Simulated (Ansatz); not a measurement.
**Redistribution: SiH2(SiH3)Br + SiH2Br2 → SiH3(SiH3) + SiHBr3**

Gas-phase species: SiH2(SiH3)Br, singlet; SiH2Br2 (dibromosilane) `Br[SiH2]Br`, singlet; SiH3(SiH3) (disilane), singlet; SiHBr3 `Br[SiH](Br)Br`, singlet. The partners trade Br for H; both sit on Si, so the bond types are kept.

Shapes, held fixed at every level: PBE0-D4/def2-TZVP. Programs: Ansatz 0.2.0. The zero-point and thermal change to 298 K, harmonic and unscaled (PBE0-D4/def2-TZVP), is -1.3 kJ/mol.

| level | kind | ΔH(298 K) (kJ/mol) | less CCSD(T)/def2-TZVPP |
| --- | --- | --- | --- |
| HF/def2-TZVPP | Hartree–Fock | +11.0 | +12.0 |
| wB97M-V/def2-TZVPP | range-separated hybrid | -1.2 | -0.2 |
| B2PLYP/def2-TZVPP | double hybrid | +0.5 | +1.5 |
| MP2/def2-SVP | perturbation theory | -3.4 | -2.4 |
| MP2/def2-TZVPP | perturbation theory | -3.2 | -2.2 |
| CCSD/def2-SVP | coupled cluster or CI | -0.4 | +0.6 |
| CCSD(T)/def2-TZVPP | coupled cluster or CI | -1.0 | 0.0 |

The highest level, CCSD(T)/def2-TZVPP, gives ΔH(298 K) = -1.0 kJ/mol; the levels span -3.4 to +11.0. That is about zero within the method's error. They disagree on the sign: 2 of 7 are positive. The column of differences is taken from that level and isn't an error. No measured value is set beside it here. Relativity is left out for Br. Outer-core shells of Br are correlated, in sets that cover them unevenly.
